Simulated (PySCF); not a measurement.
## C₆ coefficients of unlike pairs at PBE

Calculated with PySCF 2.14 from the dipole response of each species, C₆(A,B) = (3/π) ∫ α_A(iu) α_B(iu) du, in atomic units, from isotropic polarisabilities. For ions this is the dispersion term alone; charge-induced terms of lower order in 1/R come first.

```csv
species,configuration,basis,relativity,α (bohr³),C₆ (like pair)
F(2+),[He] 2s2 2p3 (4S),"x2c-TZVPPall with one added diffuse shell each of s, p, d type (6s4p3d1f)",spin-free X2C,1.243,1.578
Si(2+),[Ne] 3s2 (1S),"aug-cc-pV(T+d)Z with one added diffuse shell each of s, p, d, f type (7s6p5d3f)",none,11.65,39.85
Mg+,[Ne] 3s1 (2S),aug-cc-pVDZ-DK (5s4p2d),spin-free X2C,34.23,148.2
Xe(2+),[Kr] 4d10 5s2 5p4 (3P),"aug-cc-pwCVTZ-DK3 with one added diffuse shell each of s, p, d, f type (11s10p8d5f1g)",spin-free X2C,12.87,92.86
```

Question: Estimate C₆ for Mg+ with F(2+).

Answer: The integral gives 9.557. The combination rule 2 C_A C_B / (C_A α_B/α_A + C_B α_A/α_B) gives 9.577 and the geometric mean 15.29.

No spin-orbit coupling is included.

The other pairs:

```tsv
pair	C₆
Xe(2+), F(2+)	11.59
Xe(2+), Mg+	90.92
Xe(2+), Si(2+)	57.80
Mg+, Si(2+)	70.50
Si(2+), F(2+)	6.613
```
